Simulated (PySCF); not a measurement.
C3H9In, SMILES C[CH](C)[InH2].

Coordinates come from a B3LYP-D3(BJ)/def2-SVP optimisation. The structure was generated by enumeration; whether it is a known compound was not checked. The def2 effective core potentials stand for the cores of In; spin–orbit coupling is left out.

These are PySCF with C-PCM-M06-2X/def2-SVP values and carry that method's errors.

The values are the electrostatic part of the solvation free energy, E(continuum) − E(gas) at the gas-phase geometry, in a cavity of scaled van der Waals radii (PySCF's table); cavitation and dispersion terms are not included. A continuum can't describe solvent molecules that bind to the metal. In vacuum the orbital gap is 6.60 eV. The dipole moment in vacuum is 0.67 D.

Computed values in water (ε = 78.36), dimethylsulfoxide (ε = 46.83), N,N-dimethylformamide (ε = 37.22):
| solvent | ε | ΔG(elec) (kcal/mol) | dipole (D) | gap (eV) |
|---|---|---|---|---|
| water | 78.36 | -4.1 | 0.87 | 6.92 |
| dimethylsulfoxide | 46.83 | -4.1 | 0.86 | 6.92 |
| N,N-dimethylformamide | 37.22 | -4.0 | 0.86 | 6.92 |
